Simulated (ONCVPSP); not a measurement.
**molybdenum: variants of one ONCV potential**

Base potential:

```json
{"Element": "molybdenum", "Generator": "ONCVPSP 4.0.1", "Type": "optimised norm-conserving Vanderbilt (ONCV)", "Functional": "BLYP", "Relativity": "fully relativistic", "Frozen core": "[Ar] 3d10", "Valence charge": "14", "Reference configuration": "4s2 4p6 4d5 5s0.75 5p0.25", "Partial waves": "4s+5s: rc 2.00 bohr, ncon 3, nbas 6, qcut 6.3 1/bohr, 2 projectors; 4p+5p: rc 2.35 bohr, ncon 3, nbas 6, qcut 6.9 1/bohr, 2 projectors; 4d: rc 1.55 bohr, ncon 5, nbas 8, qcut 7.1 1/bohr, 3 projectors, debl 0.9 Ha", "Local potential": "polynomial inside 0.95 bohr (lpopt 3, dvloc0 0 Ha)", "Core correction": "polynomial model core, fcfact 0.3"}
```

Open shells are filled in proportion to 2j + 1.

Cutoffs, loose and tight: the cutoffs (Ha) at which the residual kinetic energy of the hardest occupied pseudo-wave falls to 1 and 0.1 mHa per electron. They do not see the model core or the augmentation charge, which bear on the density cutoff. Test errors are all-electron minus pseudo excitation energies from the reference, over the configurations 4s2 4p6 4d5 5s1 5p0; 4s2 4p6 4d5 5s0 5p0; 4s2 4p6 4d4 5s0 5p0; 4s2 4p6 4d4 5s1 5p1. A dash means not determined; rows that change the core or the reference have their own tests. The largest error is taken over the tests solved by every variant that gives reliable tests at all: 4s2 4p6 4d4 5s1 5p1; 4s2 4p6 4d5 5s0 5p0; 4s2 4p6 4d5 5s1 5p0.

A true bound ghost makes a file unfit for plane-wave use even where its test errors are small: the radial tests pick states by their node count and pass the ghost by.

```tsv
change	outcome	cutoff, loose	cutoff, tight	bound ghosts	GHOST(+) flags above zero	largest test error (meV)
base	generated	21 Ha	26 Ha	d5/2, d3/2	s, d5/2, d3/2	-1.1
local potential polynomial inside 0.95 bohr (lpopt 3, dvloc0 -2.5 Ha)	generated	21 Ha	26 Ha	d5/2, d3/2	s, d5/2, d3/2	-1.0
local potential polynomial inside 0.95 bohr (lpopt 3, dvloc0 -1 Ha)	generated	21 Ha	26 Ha	d5/2, d3/2	s, d5/2, d3/2	-1.1
local potential polynomial inside 0.95 bohr (lpopt 3, dvloc0 1 Ha)	generated	21 Ha	26 Ha	d5/2, d3/2	s, d5/2, d3/2	-1.1
local potential polynomial inside 0.95 bohr (lpopt 3, dvloc0 2 Ha)	generated	21 Ha	26 Ha	d5/2, d3/2	s, d5/2, d3/2	-1.1
local potential polynomial inside 0.95 bohr (lpopt 3, dvloc0 3.5 Ha)	generated	21 Ha	26 Ha	d5/2, d3/2	d5/2, d3/2	-1.1
local potential polynomial inside 0.95 bohr (lpopt 3, dvloc0 5 Ha)	generated	21 Ha	26 Ha	d5/2, d3/2	d5/2	-1.1
local potential polynomial inside 0.95 bohr (lpopt 3, dvloc0 6.5 Ha)	generated	21 Ha	26 Ha	d5/2, d3/2	d5/2, d3/2	-1.1
local potential polynomial inside 0.95 bohr (lpopt 3, dvloc0 8 Ha)	generated	21 Ha	26 Ha	d5/2, d3/2	d5/2, d3/2	-1.1
local potential polynomial inside 0.95 bohr (lpopt 3, dvloc0 9 Ha)	generated	21 Ha	26 Ha	d5/2, d3/2	d5/2, d3/2	-1.1
```

Reading the sweep of the dvloc0 (base included, trends over the rows without a ghost): Bound ghosts are found at -2.5, -1, 0, 1, 2, 3.5, 5, 6.5, 8, 9 Ha. Every judged row has one, so this setting neither creates nor removes them.
